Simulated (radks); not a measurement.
Results of a calculation; reference values are marked as such.
Problem. Species: Sr2+. Configuration: [Kr]. Level of theory: non-relativistic Kohn-Sham, LDA (Slater exchange, VWN5 correlation), spin-polarised, spherical densities, point nucleus; relativity is left out, which matters for an element this heavy (a radial shooting solver on a logarithmic mesh with Libxc functionals). Some entries of the table are withheld. Estimate them.

orbital,occ.,eigenvalue (eV),<r^2> (bohr^2)
1s,2,-15602.64,(1)
2s,2,-2095.464,0.03695
2p,6,-1911.901,0.02832
3s,2,-334.3016,0.2920
3p,6,-267.0959,0.2965
3d,10,-144.9595,0.3009
4s,2,-53.3451,(2)
4p,6,-36.5932,2.775

Solution. 
(1) 1s <r^2> (bohr^2): 0.002166
(2) 4s <r^2> (bohr^2): 2.153
